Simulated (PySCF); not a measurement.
# Bonds of Si to H, Cl, Br, O

CCSD(T) in PySCF with def2-TZVPPD on every atom, for the lowest determinant that a PBE0 search found; no spin–orbit coupling. D0 is De less the harmonic zero-point energy.

```csv
X,state of SiX,D0(SiX) (eV),D0(X₂) (eV)
H,doublet (π ↑),3.00,4.43
Cl,doublet (π ↑),4.18,2.30
Br,doublet (π ↑),3.68,2.07
O,singlet (closed shell),7.89,4.85
```

Task: Give the energy of Si + X₂ → SiX + X at 0 K for each X.

Result: H: 4.43 − 3.00 = +1.43 eV; Cl: 2.30 − 4.18 = -1.88 eV; Br: 2.07 − 3.68 = -1.61 eV; O: 4.85 − 7.89 = -3.04 eV (CCSD(T)/def2-TZVPPD; negative means exothermic).

Task: Does an atom of Cl displace Br from SiBr?

Result: SiBr + Cl → SiCl + Br has ΔE = 3.68 − 4.18 = -0.50 eV at CCSD(T)/def2-TZVPPD, so it is downhill.

Gas-phase diatomics only hint at surface chemistry, where an atom holds several bonds.

Correlated steps freeze the inner cores (0 to 18 orbitals); shallow outer-core shells are correlated. Spin–orbit coupling is left out. Where the molecule has an RHF reference, its open-shell atoms are computed with UHF. The CCSD T1 diagnostic is raised in SiO, a sign that a single reference may not be enough there. States were picked by a PBE0 search and need not be the measured ground states.
